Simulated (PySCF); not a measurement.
# Polarisability and C₆ of V⁺ (vanadium, charge +1)

[Ar] 3d3 4s1, high-spin 5F determinant (an excited configuration). Calculation: PySCF 2.14, in dyall-av2z (16s12p7d2f, 101 functions); the non-relativistic Hamiltonian (point nucleus). Coupled (time-dependent) response in atomic units; α is the mean over directions. A double-zeta set is small for polarisabilities.

```csv
method,mean α (bohr³),C₆ (like pair),S(−4)
UHF,54.25,344.1,2732
PBE,39.48,233.2,1290
PBE0,42.64,255.1,1560
```

S(−4) is the Cauchy moment in α(ω) = α(0) + S(−4) ω² + …

α(iu) at PBE0:

```json
{"u (hartree)": "0", "α(iu) (bohr³)": "42.64"}
{"u (hartree)": "0.0500", "α(iu) (bohr³)": "39.10"}
{"u (hartree)": "0.100", "α(iu) (bohr³)": "31.58"}
{"u (hartree)": "0.200", "α(iu) (bohr³)": "18.84"}
{"u (hartree)": "0.300", "α(iu) (bohr³)": "12.17"}
{"u (hartree)": "0.500", "α(iu) (bohr³)": "6.702"}
{"u (hartree)": "0.750", "α(iu) (bohr³)": "4.233"}
{"u (hartree)": "1.00", "α(iu) (bohr³)": "3.072"}
{"u (hartree)": "1.50", "α(iu) (bohr³)": "1.920"}
{"u (hartree)": "2.00", "α(iu) (bohr³)": "1.339"}
{"u (hartree)": "3.00", "α(iu) (bohr³)": "0.7689"}
{"u (hartree)": "5.00", "α(iu) (bohr³)": "0.3539"}
```

For an ion, C₆ is the dispersion term alone; charge-induced terms of lower order in 1/R come first.
